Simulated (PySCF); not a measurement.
**Atomic charges by several schemes**

Species: C₅H₈O₃S.
Structure used (PBE0-D3(BJ)/def2-SVP), in Å, numbered top down from 1:
```
atom  x, y, z in Å
C1    -1.8074   -0.2467    1.2720
C2    -0.9847    0.0548    0.2733
C3    -0.9670    1.0393   -0.8741
C4     0.2799    0.3136   -1.4364
C5     0.3418   -0.5414   -0.1526
S6     1.6341   -0.0507    0.9820
O7     1.4997   -0.8220    2.2077
O8     1.7339    1.3924    0.9899
O9     2.9558   -0.6135    0.2125
H10   -1.5553   -1.0317    1.9894
H11   -2.7482    0.2924    1.4102
H12   -1.8601    1.0563   -1.5164
H13   -0.7482    2.0655   -0.5404
H14    0.0734   -0.3046   -2.3204
H15    1.1619    0.9378   -1.6306
H16    0.4182   -1.6357   -0.2375
H17    3.2725   -1.3735    0.7243
```

Density: PBE0/pcSseg-1 (PySCF); schemes: Mulliken, IAO, Hirshfeld and ESP-fitted. Isolated species at its PBE0-D3(BJ)/def2-SVP geometry (one conformer only).

Question: What partial charge does each atom carry?

Answer: In e:

| atom | environment | Mulliken | IAO | Hirshfeld | ESP-fitted |
| --- | --- | --- | --- | --- | --- |
| C1 | terminal =CH2 carbon | -0.030 | -0.312 | -0.096 | -0.575 |
| C2 | fully substituted alkene carbon | -0.321 | +0.010 | +0.001 | +0.174 |
| C3 | allylic carbon | -0.113 | -0.274 | -0.069 | -0.075 |
| C4 | four-membered-ring carbon | -0.149 | -0.258 | -0.066 | -0.281 |
| C5 | sp3 carbon bound to sulfur | -0.418 | -0.331 | -0.043 | -0.136 |
| S6 | sulfonyl sulfur | +1.254 | +2.122 | +0.553 | +0.980 |
| O7 | sulfonyl oxygen | -0.536 | -0.869 | -0.315 | -0.515 |
| O8 | sulfonyl oxygen | -0.509 | -0.850 | -0.293 | -0.438 |
| O9 | hydroxyl oxygen | -0.463 | -0.728 | -0.212 | -0.566 |
| H10 | vinylic hydrogen | +0.133 | +0.164 | +0.053 | +0.231 |
| H11 | vinylic hydrogen | +0.123 | +0.157 | +0.055 | +0.219 |
| H12 | methylene hydrogen | +0.141 | +0.148 | +0.048 | +0.074 |
| H13 | methylene hydrogen | +0.161 | +0.164 | +0.050 | +0.078 |
| H14 | methylene hydrogen | +0.143 | +0.150 | +0.050 | +0.128 |
| H15 | methylene hydrogen | +0.148 | +0.156 | +0.044 | +0.143 |
| H16 | methine hydrogen | +0.169 | +0.167 | +0.054 | +0.119 |
| H17 | hydroxyl hydrogen | +0.267 | +0.383 | +0.185 | +0.439 |

Mean size of the charges over all atoms: IAO 0.426 e, ESP-fitted 0.304 e, Mulliken 0.299 e, Hirshfeld 0.129 e. Each set sums to the total charge, 0, to within 0.001 e. The ESP scheme fits charges at the nuclei, held to the total charge, to the electrostatic potential on points at 1.4 to 2.0 times the van der Waals radii.

Lowest charge. The schemes don't all agree: Mulliken O7 (-0.536); IAO O7 (-0.869); Hirshfeld O7 (-0.315); ESP-fitted C1 (-0.575).

Highest charge. All schemes agree: Mulliken S6 (+1.254); IAO S6 (+2.122); Hirshfeld S6 (+0.553); ESP-fitted S6 (+0.980).

Question: How closely do the schemes follow one another over all atoms?

Answer: Correlation coefficient and root-mean-square difference: IAO with Hirshfeld 0.98, 0.465 e; Mulliken with IAO 0.96, 0.277 e; Mulliken with Hirshfeld 0.95, 0.240 e; Hirshfeld with ESP-fitted 0.94, 0.221 e; IAO with ESP-fitted 0.92, 0.328 e; Mulliken with ESP-fitted 0.85, 0.216 e.

Question: Sum the charges by element, for elements with more than one atom.

Answer: 
```tsv
element	atoms	Mulliken	IAO	Hirshfeld	ESP-fitted
C	5	-1.030	-1.164	-0.272	-0.893
O	3	-1.508	-2.447	-0.819	-1.518
H	8	+1.285	+1.488	+0.538	+1.431
```

Question: How many electrons does the Hirshfeld scheme count on C2?

Answer: Z − q = 6 − (+0.001) = 5.999.

The run behind these numbers computed NMR shieldings as well. Hardware: an Arm Neoverse V1 with one thread, shared host. Cost: 31 s of wall time.
